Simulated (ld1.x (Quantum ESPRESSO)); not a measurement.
Pseudopotential generation for rhenium (Re): TM, Wu–Cohen, scalar-relativistic.

| Property | Result |
| --- | --- |
| Element | rhenium (Re) |
| Generator | ld1.x (Quantum ESPRESSO) 7.5 |
| Type | norm-conserving Troullier–Martins (Kleinman–Bylander form) |
| Functional | Wu–Cohen |
| Relativity | scalar-relativistic |
| Frozen core | [Xe] 4f14 |
| Valence charge | 7 |
| Reference configuration | 5d5 6s1.75 6p0 (charge +0.25) |
| Partial waves | 6s (bound): rc 2.55 bohr; 6p (bound, empty): rc 2.70 bohr; 5d (bound): rc 1.70 bohr |
| Local potential | the d channel |
| Core correction | none |

* Cutoffs needed: 35 Ry and 40 Ry (the cutoffs (Ry, on a coarse ladder) from which the occupation-weighted sum of valence levels, in a spherical-Bessel basis at the reference potential, stays within 10 and 1 mRy of its value at 400 Ry)
* Ghost test: ghost states, extra bound levels that the all-electron valence spectrum of the same l lacks: s at -52.4 eV, p at -8.7 eV; a true bound ghost makes a file unfit for plane-wave use (spherical-Bessel basis up to 400 Ry, 20 bohr box)
* Largest excitation error: -26 meV (all-electron minus pseudo) for 5d5 6s0 6p0, out of 7 test configurations
